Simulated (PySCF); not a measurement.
NICS in isomers of C4H5N3S.

Probes without a nucleus sit at each ring's centroid and 1 Å off its mean plane on both sides; NICS is minus the shielding there, NICSzz its component along the normal. Level: GIAO PBE0/pcSseg-1 (PySCF, non-relativistic, gas phase) on the GFN2-xTB geometries, one conformer each. Atom numbers follow the mapped SMILES.

Task: Order these rings by mean NICS(1)zz, lowest (most negative) first (ppm).
A. ring C3–C4–N5–N6–C7–N8 in `[CH3:1][S:2][c:3]1[cH:4][n:5][n:6][cH:7][n:8]1`
B. ring C4–N5–N6–S7–N8 in `[CH2:1]1[CH2:2][CH:3]1[c:4]1[n:5][n:6][s:7][n:8]1`
C. ring C3–C4–N5–N6–N7–C8 in `[CH3:1][S:2][c:3]1[cH:4][n:5][n:6][n:7][cH:8]1`

Result: B (-35.9), C (-25.5), A (-22.7).

| SMILES | ring | NICS(0) | NICS(1) | NICS(1)zz | HOMA | rms pucker (Å) | ring atoms with four or more neighbours |
| --- | --- | --- | --- | --- | --- | --- | --- |
| C1CC1c1nnsn1 | 5-membered ring with 3 N and S; formal bonds all aromatic | -14.4 | -14.4 | -35.9 | – | 0.00 | 0 |
| CSc1cnnnc1 | 6-membered ring with 3 N; formal bonds all aromatic | -3.6 | -10.7 | -25.5 | 0.96 | 0.00 | 0 |
| CSc1cnncn1 | 6-membered ring with 3 N; formal bonds all aromatic | -2.6 | -9.5 | -22.7 | 0.96 | 0.00 | 0 |

NICS(0) gives the same order. The isotropic NICS(1) gives the same order. HOMA uses Krygowski's 1993 parameters; it is left out where a ring has a four-coordinate atom, a triple bond, no multiple bond or a kind of bond without parameters. NICS(1) and NICS(1)zz are means over the two faces.
